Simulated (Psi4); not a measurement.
CH$_{4}$N (SMILES C[NH-]), charge -1, singlet, at a GFN2-xTB geometry (a gas-phase anion, which may not be bound at this level); MP3/def2-SVP in Psi4.

Here is a job for Psi4.
```
memory 2 GB

molecule mol {
-1 1
C     0.039183    0.577260    0.022562
N     0.013865   -0.793202    0.083992
H    -0.986859    1.162401    0.022185
H    -0.494435   -1.143624   -0.752617
H     0.575840    0.977669    0.903524
H     0.573301    1.092402   -0.896404
}

set {
  basis def2-svp
  reference rhf
}

energy('mp3')
print_variables()
```

Output, abridged:

```
    Information: MP3 default algorithm changed to DF in August 2020. Use `set mp_type conv` for previous behavior.
    For method 'MP3', SCF Algorithm Type (re)set to DISK_DF.

   => Loading Basis Set <=

    Name: DEF2-SVP
    Role: ORBITAL
    Keyword: BASIS

         ---------------------------------------------------------
                                   SCF
               by Justin Turney, Rob Parrish, Andy Simmonett
                          and Daniel G. A. Smith
                              RHF Reference
         ---------------------------------------------------------

  ==> Geometry <==

    Molecular point group: c1
    Full point group: C1

    Geometry (in Angstrom), charge = -1, multiplicity = 1:

       Center              X                  Y                   Z               Mass
    ------------   -----------------  -----------------  -----------------  -----------------
         C            0.028209023593     0.646345941139    -0.001341219987    12.000000000000
         N            0.002891023593    -0.724116058861     0.060088780013    14.003074004430
         H           -0.997832976407     1.231486941139    -0.001718219987     1.007825032230
         H           -0.505408976407    -1.074538058861    -0.776520219987     1.007825032230
         H            0.564866023593     1.046754941139     0.879620780013     1.007825032230
         H            0.562327023593     1.161487941139    -0.920307219987     1.007825032230

  Running in c1 symmetry.

  Rotational constants: A =      4.04671  B =      0.87789  C =      0.84037 [cm^-1]
  Rotational constants: A = 121317.16465  B =  26318.35753  C =  25193.61866 [MHz]
  Nuclear repulsion =   36.308655076831855

  Charge       = -1
  Multiplicity = 1
  Electrons    = 18
  Nalpha       = 9
  Nbeta        = 9

  ==> Algorithm <==

  SCF Algorithm Type is DISK_DF.
  DIIS enabled.
  MOM disabled.
  Fractional occupation disabled.
  Guess Type is SAD.
  Energy threshold   = 1.00e-08
  Density threshold  = 1.00e-08
  Integral threshold = 1.00e-12

  ==> Primary Basis <==

  Basis Set: DEF2-SVP
    Blend: DEF2-SVP
    Number of shells: 24
    Number of basis functions: 48
    Number of Cartesian functions: 50
    Spherical Harmonics?: true
    Max angular momentum: 2

   => Loading Basis Set <=

    Name: (DEF2-SVP AUX)
    Role: JKFIT
    Keyword: DF_BASIS_SCF

  ==> Integral Setup <==

  ==> DiskDFJK: Density-Fitted J/K Matrices <==

    J tasked:                  Yes
    K tasked:                  Yes
    wK tasked:                  No
    Integrals threads:           1
    Algorithm:                Core
    Integral Cache:           SAVE
    Schwarz Cutoff:          1E-12
    Fitting Condition:       1E-10

   => Auxiliary Basis Set <=

  Basis Set: (DEF2-SVP AUX)
    Blend: DEF2-UNIVERSAL-JKFIT
    Number of shells: 74
    Number of basis functions: 224
    Number of Cartesian functions: 262
    Spherical Harmonics?: true
    Max angular momentum: 4

  Minimum eigenvalue in the overlap matrix is 8.1888719554E-03.
  Reciprocal condition number of the overlap matrix is 1.6209290930E-03.
    Using symmetric orthogonalization.

  ==> Pre-Iterations <==

  SCF Guess: Superposition of Atomic Densities via on-the-fly atomic UHF (no occupation information).

   -------------------------
    Irrep   Nso     Nmo
   -------------------------
     A         48      48
   -------------------------
    Total      48      48
   -------------------------

  ==> Iterations <==

                           Total Energy        Delta E     RMS |[F,P]|

   @DF-RHF iter SAD:   -93.77848461370834   -9.37785e+01   0.00000e+00
   @DF-RHF iter   1:   -94.25119296188763   -4.72708e-01   1.23834e-02 ADIIS/DIIS
   @DF-RHF iter   2:   -94.37928557783952   -1.28093e-01   7.87158e-03 ADIIS/DIIS
   @DF-RHF iter   3:   -94.44487057098840   -6.55850e-02   8.09797e-04 ADIIS/DIIS
   @DF-RHF iter   4:   -94.44620603301092   -1.33546e-03   2.23397e-04 ADIIS/DIIS
   @DF-RHF iter   5:   -94.44630021100431   -9.41780e-05   6.39689e-05 DIIS
   @DF-RHF iter   6:   -94.44630907535579   -8.86435e-06   1.34369e-05 DIIS
   @DF-RHF iter   7:   -94.44630988678966   -8.11434e-07   3.48236e-06 DIIS
   @DF-RHF iter   8:   -94.44630995147709   -6.46874e-08   8.76115e-07 DIIS
   @DF-RHF iter   9:   -94.44630995549643   -4.01934e-09   1.74432e-07 DIIS
   @DF-RHF iter  10:   -94.44630995562505   -1.28622e-10   3.98979e-08 DIIS
   @DF-RHF iter  11:   -94.44630995563135   -6.29541e-12   8.54698e-09 DIIS
  Energy and wave function converged.

  ==> Post-Iterations <==

    Orbital Energies [Eh]
    ---------------------

    Doubly Occupied:

[...]
    Virtual:

[...]
    Final Occupation by Irrep:
              A
    DOCC [     9 ]
    NA   [     9 ]
    NB   [     9 ]

  @DF-RHF Final Energy:   -94.44630995563135

   => Energetics <=

    Nuclear Repulsion Energy =             36.3086550768318546
    One-Electron Energy =                -204.2937351164702022
    Two-Electron Energy =                  73.5387700840069982
    Total Energy =                        -94.4463099556313495

Computation Completed

Properties will be evaluated at   0.000000,   0.000000,   0.000000 [a0]

Properties computed using the SCF density matrix

 Multipole Moments:

 ------------------------------------------------------------------------------------
     Multipole            Electronic (a.u.)      Nuclear  (a.u.)        Total (a.u.)
 ------------------------------------------------------------------------------------

 L = 1.  Multiply by 2.5417464519 to convert [e a0] to [Debye]
 Dipole X            :          0.2371958           -0.3525428           -0.1153470
 Dipole Y            :         -1.5791693            2.2193983            0.6402290
 Dipole Z            :          0.5231964           -0.7678916           -0.2446952
 Magnitude           :                                                    0.6950351

 ------------------------------------------------------------------------------------

[...]
  DIE_IF_NOT_CONVERGED          => (empty)
[...]
  LINEQ_SOLVER                  => (empty)
  LITERAL_CFOUR                 => (empty)
  LS_THC_BASIS_TOLERANCE        => (empty)
  LS_THC_DF                     => (empty)
  LS_THC_PRUNING_SCHEME         => (empty)
  LS_THC_RADIAL_POINTS          => (empty)
  LS_THC_SPHERICAL_POINTS       => (empty)
  LS_THC_S_EPSILON              => (empty)
  LS_THC_WEIGHTS_TOLERANCE      => (empty)
  MAT_NUM_COLUMN_PRINT          => (empty)
  MAX_MOGRAD_CONVERGENCE        => (empty)
  MAX_RADIAL_MOMENT             => (empty)
  MBIS_D_CONVERGENCE            => (empty)
  MBIS_MAXITER                  => (empty)
  MBIS_PRUNING_SCHEME           => (empty)
  MBIS_RADIAL_POINTS            => (empty)
  MBIS_SPHERICAL_POINTS         => (empty)
  MOLDEN_WITH_VIRTUAL           => (empty)
  MOLDEN_WRITE                  => (empty)
  MO_DIIS_NUM_VECS              => (empty)
  MO_MAXITER                    => (empty)
  MO_STEP_MAX                   => (empty)
  MP2_AMP_TYPE                  => (empty)
  MP2_OS_SCALE                  => (empty)
  MP2_SOS_SCALE                 => (empty)
  MP2_SOS_SCALE2                => (empty)
  MP2_SS_SCALE                  => (empty)
  MP2_TYPE                      => (empty)
  MP_TYPE                       => (empty)
  NAT_ORBS                      => FALSE           !
  NUM_FROZEN_DOCC               => (empty)
  NUM_FROZEN_UOCC               => (empty)
  NUM_GPUS                      => (empty)
  OCC_ORBS_PRINT                => (empty)
  OEPROP                        => (empty)
  OO_SCALE                      => (empty)
  OPT_METHOD                    => (empty)
  ORBITAL_OPTIMIZER_PACKAGE     => (empty)
  ORB_OPT                       => FALSE           !
  ORB_RESP_SOLVER               => (empty)
  ORTH_TYPE                     => (empty)
  PARENT_SYMMETRY               => (empty)
  PCG_BETA_TYPE                 => (empty)
  PCG_CONVERGENCE               => (empty)
  PCG_MAXITER                   => (empty)
  PCM                           => (empty)
  PE                            => (empty)
  PPL_TYPE                      => (empty)
  PRINT                         => (empty)
  PRINT_NOONS                   => (empty)
  PROPERTIES                    => (empty)
  PROPERTIES_ORIGIN             => (empty)
  PUREAM                        => (empty)
  QCHF                          => (empty)
  QC_MODULE                     => (empty)
  RAS1                          => (empty)
  RAS2                          => (empty)
  RAS3                          => (empty)
  RAS4                          => (empty)
  READ_SCF_3INDEX               => (empty)
  REGULARIZATION                => (empty)
  REG_PARAM                     => (empty)
  RELATIVISTIC                  => (empty)
  REMP_A                        => (empty)
  RESTRICTED_DOCC               => (empty)
  RESTRICTED_UOCC               => (empty)
  RMS_MOGRAD_CONVERGENCE        => (empty)
  R_CONVERGENCE                 => (empty)
  SCF_TYPE                      => DISK_DF         !
  SCREENING                     => (empty)
  SCS_TYPE                      => (empty)
  SOCC                          => (empty)
  SOS_TYPE                      => (empty)
  TRIPLES_IABC_TYPE             => (empty)
  WFN                           => (empty)
  WFN_TYPE                      => DF-OMP3         !
  WRITER_FILE_LABEL             => (empty)
  ZORA_BASIS_TOLERANCE          => (empty)
  ZORA_NR_DEBUG                 => (empty)
  ZORA_PRUNING_SCHEME           => (empty)
  ZORA_RADIAL_POINTS            => (empty)
  ZORA_SPHERICAL_POINTS         => (empty)

	For this residual convergence, default PCG convergence is:     1.00e-07
	For this energy convergence, default residual convergence is:     3.16e-07

 ==============================================================================
 ==============================================================================
 ==============================================================================

                     DF-MP3
              Program Written by Ugur Bozkaya
              Latest Revision September 9, 2017

 ==============================================================================
 ==============================================================================
 ==============================================================================

	MO spaces...

	 FC   OCC   VIR   FV
	----------------------
	  0    9    39    0

	Number of basis functions in the DF-CC basis: 152

	Total memory requirement for DF+CC int:      6.02 MB

	Computing DF-MP2 energy ...
	=======================================================================
	Nuclear Repulsion Energy (a.u.)    :    36.30865507683185
	DF-HF Energy (a.u.)                :   -94.44630995563135
	REF Energy (a.u.)                  :   -94.44630995563135
	DF-MP2 Correlation Energy (a.u.)   :    -0.33521881972948
	DF-MP2 Total Energy (a.u.)         :   -94.78152877536083
	=======================================================================

	=======================================================================
	================ MP3 FINAL RESULTS ====================================
	=======================================================================
	Nuclear Repulsion Energy (a.u.)    :    36.30865507683185
	SCF Energy (a.u.)                  :   -94.44630995563135
	REF Energy (a.u.)                  :   -94.44630995563135
	3rd Order Energy (a.u.)            :    -0.02042412739000
	DF-MP2.5 Correlation Energy (a.u.) :    -0.34543088342448
	DF-MP2.5 Total Energy (a.u.)       :   -94.79174083905582
	DF-MP3 Correlation Energy (a.u.)   :    -0.35564294711948
	DF-MP3 Total Energy (a.u.)         :   -94.80195290275083
	=======================================================================

  Variable Map:
  ----------------------------------------------------------------------------
[...]
  Array Variable Map:
  ----------------------------------------------------------------------------
[...]
[...]
```
